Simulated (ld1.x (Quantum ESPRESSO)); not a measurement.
**Which change was made? (Fe, RRKJ)**

| Quantity | Value |
| --- | --- |
| Element | Fe (Z = 26) |
| Generator | ld1.x (Quantum ESPRESSO) 7.5 |
| Type | norm-conserving RRKJ (Kleinman–Bylander form) |
| Functional | PBEsol |
| Relativity | fully relativistic |
| Frozen core | [Ne] |
| Valence charge | 16 |
| Reference configuration | 3s2 3p6 3d5 4s0 4p0 (charge +3) |
| Partial waves | 3s (bound): rc 1.10 bohr; 3p (bound): rc 1.40 bohr; 3d (bound): rc 1.15 bohr |
| Local potential | the d channel |
| Core correction | none |
| rho0 | 0.02 |

Open shells are filled in proportion to 2j + 1 (rel_dist='average').

Cutoffs, loose and tight: the cutoffs (Ry, on a coarse ladder) from which the occupation-weighted sum of valence levels, in a spherical-Bessel basis at the reference potential, stays within 10 and 1 mRy of its value at 400 Ry. They do not see the model core or the augmentation charge, which bear on the density cutoff. Test errors are all-electron minus pseudo excitation energies from the reference, over the configurations 3s2 3p6 3d6 4s2 4p0; 3s2 3p6 3d6 4s1 4p0; 3s2 3p6 3d6 4s0 4p0; 3s2 3p6 3d6.5 4s1.5 4p0; 3s2 3p6 3d4 4s0 4p0; 3s2 3p5 3d6 4s2 4p0; 3s1 3p6 3d6 4s2 4p0; variants that change the core or the reference have their own tests.

The base gives: outcome: generated; cutoff, loose: 160 Ry; cutoff, tight: 230 Ry; bound ghosts: none; largest test error (meV): -80.

**Question.** After one change the result is: outcome: generated, misses its reference levels by 1.06 eV; bound ghosts: not determined; largest test error (meV): +197. Which change was it?
A. all radii scaled by about 0.85 (s 0.94, p 1.20, d 0.98 bohr)
B. local potential the p channel
C. wave 3s (bound): rc 1.10 bohr becomes 3s (bound): rc 1.18 bohr
D. type ultrasoft; waves now 3s (bound): rcut 1.05, rcutus 1.10 bohr; 4s (bound): rcut 1.05, rcutus 1.10 bohr; 3p (bound): rcut 1.20, rcutus 1.40 bohr; 4p (bound): rcut 1.20, rcutus 1.40 bohr; 3d (bound): rcut 1.00, rcutus 1.15 bohr; 3d channel at 2.1 Ry: rcut 1.00, rcutus 1.15 bohr; local potential all-electron potential smoothed inside 0.90 bohr (lloc = -1); augmentation built from norm-conserving waves at rcut, not smoothed further; rho0 0
E. reference 3s2 3p6 3d6 4s2 4p0

**Answer.** B. The others give: type ultrasoft; waves now 3s (bound): rcut 1.05, rcutus 1.10 bohr; 4s (bound): rcut 1.05, rcutus 1.10 bohr; 3p (bound): rcut 1.20, rcutus 1.40 bohr; 4p (bound): rcut 1.20, rcutus 1.40 bohr; 3d (bound): rcut 1.00, rcutus 1.15 bohr; 3d channel at 2.1 Ry: rcut 1.00, rcutus 1.15 bohr; local potential all-electron potential smoothed inside 0.90 bohr (lloc = -1); augmentation built from norm-conserving waves at rcut, not smoothed further; rho0 0 → outcome: generated, overlap not positive; bound ghosts: not determined (overlap not positive); largest test error (meV): -3770 | all radii scaled by about 0.85 (s 0.94, p 1.20, d 0.98 bohr) → outcome: generated; bound ghosts: none; largest test error (meV): +347 | reference 3s2 3p6 3d6 4s2 4p0 → outcome: generated; cutoff, loose: 160 Ry; cutoff, tight: 230 Ry; bound ghosts: none; largest test error (meV): +76 | wave 3s (bound): rc 1.10 bohr becomes 3s (bound): rc 1.18 bohr → outcome: generated; cutoff, loose: 160 Ry; cutoff, tight: 230 Ry; bound ghosts: none; largest test error (meV): -134. A file whose overlap is not positive is unfit for use, and its test errors describe a broken file.
